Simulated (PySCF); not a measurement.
Identify the unknown among the candidates.

All candidates are C9H9Cl.

| technique | computed result |
| --- | --- |
| Dipole | 2.43 D [PBE0/pcSseg-1] |
| 13C NMR | chemical shifts (computed TMS as zero) by class: 144.1 (1 C), 141.0 (1 C), 136.5 (1 C), 134.8 (2 C), 131.6 (2 C), 130.1 (1 C), 24.0 (1 C) ppm [GIAO PBE0/pcSseg-1] |
| NMR, other nuclei | isotropic shieldings of nuclei other than C and H, by class: 749 (1 Cl) ppm [GIAO PBE0/pcSseg-1] |
| 1H NMR | chemical shifts (computed TMS as zero) by class: 7.51 (2 H), 7.44 (2 H), 6.98 (1 H), 6.79 (1 H), 2.47 (3 H) ppm [GIAO PBE0/pcSseg-1] |
| Rotational structure | rotational constants A, B, C: 4.989, 0.426, 0.393 GHz [GFN2-xTB] |

The electronic properties come from PySCF, for the isolated species, density fitting. Levels stand in brackets. Isolated species at its GFN2-xTB geometry (one conformer only). GFN2-xTB frequencies show an imaginary mode (30i cm⁻¹), so this geometry is no minimum at that level. Each NMR value is the plain mean over a class of atoms that symmetry, rotation or inversion makes alike.

**Question.** Which candidate is it?
A. `C=CC1=CC=C(Cl)C=CC1`
B. `ClC[C@]12C=C[C@@H]3[C@H](C=C1)[C@@H]32`
C. `C#C/C(Cl)=C(/C=C)CC=C`
D. `Cc1ccc(/C=C/Cl)cc1`

**Answer.** D. It is `Cc1ccc(/C=C/Cl)cc1`. Numbering: `[CH3:1][c:2]1[cH:3][cH:4][c:5](/[CH:6]=[CH:7]/[Cl:8])[cH:9][cH:10]1`. Its formula, C9H9Cl, gives 5 degrees of unsaturation: 1 ring and 4 π bonds in the structure found (Kekulé form). 9 carbons fall into 7 classes; from least to most shielded: substituted aromatic carbon [C2] (144.1 ppm), alkene CH carbon [C6] (141.0 ppm), substituted aromatic carbon [C5] (136.5 ppm), aromatic CH carbon [C3/C10] (134.8 ppm, 2 C), aromatic CH carbon [C4/C9] (131.6 ppm, 2 C, up to 7.9 ppm apart in this geometry), vinylic C–Cl carbon [C7] (130.1 ppm), benzylic-type carbon [C1] (24.0 ppm). Hydrogen classes from least to most shielded: 2 H on 2 aromatic CH carbons, C4/C9 (7.51 ppm, a mean of values up to 0.6 ppm apart in this geometry), 2 H on 2 aromatic CH carbons, C3/C10 (7.44 ppm), 1 H on a vinylic C–Cl carbon, C7 (6.98 ppm), 1 H on an alkene CH carbon, C6 (6.79 ppm), 3 H on a benzylic-type carbon, C1 (2.47 ppm, a mean of values up to 0.5 ppm apart in this geometry). The other shieldings belong to: 749 ppm, vinyl chlorine [Cl8]. By its constants the optimised geometry is an asymmetric top.

The others, at the same levels:
- `ClC[C@]12C=C[C@@H]3[C@H](C=C1)[C@@H]32` fails: it has 6 carbon classes against 7; its computed 13C shifts are 138.9 (2 C), 126.9 (2 C), 69.4 (1 C), 54.7 (1 C), 52.6 (1 C), 46.6 (2 C) ppm, 1H shifts are 5.86 (2 H), 5.16 (2 H), 3.61 (2 H), 3.18 (2 H), 3.05 (1 H) ppm and rotational constant A is 2.336 GHz (against 4.989 GHz).
- `C=CC1=CC=C(Cl)C=CC1` fails: it has 9 carbon classes against 7; its computed 13C shifts are 148.4 (1 C), 145.4 (1 C), 136.3 (1 C), 134.7 (1 C), 133.6 (1 C), 131.2 (1 C), 130.4 (1 C), 121.6 (1 C), 31.8 (1 C) ppm, 1H shifts are 7.14 (1 H), 6.65 (1 H), 6.51 (1 H), 6.44 (1 H), 5.80 (1 H), 5.54 (1 H), 5.48 (1 H), 2.52 (2 H) ppm and rotational constant A is 3.329 GHz (against 4.989 GHz).
- `C#C/C(Cl)=C(/C=C)CC=C` fails: it has 9 carbon classes against 7; its computed 13C shifts are 150.7 (1 C), 143.1 (1 C), 140.1 (1 C), 125.1 (1 C), 124.8 (1 C), 123.4 (1 C), 99.0 (1 C), 85.1 (1 C), 40.2 (1 C) ppm, 1H shifts are 7.48 (1 H), 6.04 (1 H), 5.79 (1 H), 5.77 (1 H), 5.55 (1 H), 5.32 (1 H), 3.48 (1 H), 3.42 (2 H) ppm and rotational constant A is 1.262 GHz (against 4.989 GHz).

Each candidate is one conformer, not necessarily the lowest. Dipoles, sizes and rotational constants follow the conformer. The torsions of the flexible species, by atom-mapped SMILES:
- `[CH3:1][c:2]1[cH:3][cH:4][c:5](/[CH:6]=[CH:7]/[Cl:8])[cH:9][cH:10]1`: C4–C5–C6–C7 0°
- `[CH2:1]=[CH:2][C:3]1=[CH:4][CH:5]=[C:6]([Cl:7])[CH:8]=[CH:9][CH2:10]1`: C1–C2–C3–C4 170°
- `[CH:1]#[C:2]/[C:3]([Cl:4])=[C:5](/[CH:6]=[CH2:7])[CH2:8][CH:9]=[CH2:10]`: C3–C5–C6–C7 -177°, C3–C5–C8–C9 96°, C5–C8–C9–C10 -119°

The conformers of `ClC[C@]12C=C[C@@H]3[C@H](C=C1)[C@@H]32` aren't listed.
